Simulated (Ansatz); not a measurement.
System: SnF$_{2}$ (charge 0, singlet). SMILES: [F][Sn][F]
Geometry from a B3LYP-D3(BJ)/def2-TZVP (Ansatz, a first-principles code) optimisation:
```
Sn
F 1 1.9482
F 1 1.9482 2 96.21
```

Wanted: vertical triplet-singlet gap, E(triplet) - E(singlet), in eV. Set-up: each state is the SCF solution reached for its charge and spin; UHF or UKS for open shells; LANL2DZ with its own core potentials from Na on; def2 sets with scalar-relativistic core potentials past Kr; 6-31G* and kin with 6d, 5d where marked; dispersion terms only where a functional's name holds one; no spin-orbit coupling. Ab initio and DFT rows: single points at B3LYP-D3(BJ) geometries (Ansatz). Levels can end on unlike triplets.

```csv
species,coefficient,"E at B3LYP/6-31G* with LANL2DZ past Ar (Ansatz), Eh","E at wB97M-V/def2-TZVPD (Ansatz), Eh"
"charge 0, triplet",+1,-203.00442,-413.94693
"charge 0, singlet",-1,-203.12902,-414.08233
```

 1 Eh = 27.2114 eV.

Q: Work the quantity out at each level.

A: 
- B3LYP/6-31G* with LANL2DZ past Ar: the sum of coefficient times E is 0.12460 Eh, or 3.391 eV. Result: 3.39 eV.
- wB97M-V/def2-TZVPD: the sum of coefficient times E is 0.13540 Eh, or 3.684 eV. Result: 3.68 eV.
